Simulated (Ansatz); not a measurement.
One change: `[SiH3]OBS` becomes `O[SiH2]BO[SiH3]`.

Ansatz, PBE0-D4/def2-TZVP geometries, multiplicity 1. Each molecule was computed in one conformer, which needn't be the lowest.

```csv
property,`[SiH3]OBS`
HOMO energy (B3LYP/def2-TZVPP) / eV,-7.65
LUMO energy (B3LYP/def2-TZVPP) / eV,-0.51
LUMO energy (PBE/def2-TZVPP) / eV,-1.28
HOMO–LUMO gap (PBE0/def2-TZVPP) / eV,7.60
size of the dipole moment (B3LYP/def2-TZVPP) / D,1.67
HOMO–LUMO gap (ωB97M-V/def2-TZVPP) / eV,11.75
```

Task: What does the change do to each property? (Estimate.)

Result: Computed: 
```csv
property,`O[SiH2]BO[SiH3]`,shift
HOMO energy (B3LYP/def2-TZVPP) / eV,-7.17,0.48
LUMO energy (B3LYP/def2-TZVPP) / eV,-1.51,-1.00
LUMO energy (PBE/def2-TZVPP) / eV,-2.27,-0.99
HOMO–LUMO gap (PBE0/def2-TZVPP) / eV,6.04,-1.56
size of the dipole moment (B3LYP/def2-TZVPP) / D,2.46,0.79
HOMO–LUMO gap (ωB97M-V/def2-TZVPP) / eV,10.17,-1.58
```

With PBE0 the HOMO rises by 0.55 eV and the LUMO falls by 1.00 eV, so the gap narrows by about 1.55 eV. PBE moves the HOMO by 0.65 eV and ωB97M-V by 0.55 eV. Dipoles are sizes alone; their direction can turn.

B3LYP here is the variant with VWN-RPA as its local correlation; programs differ in this.
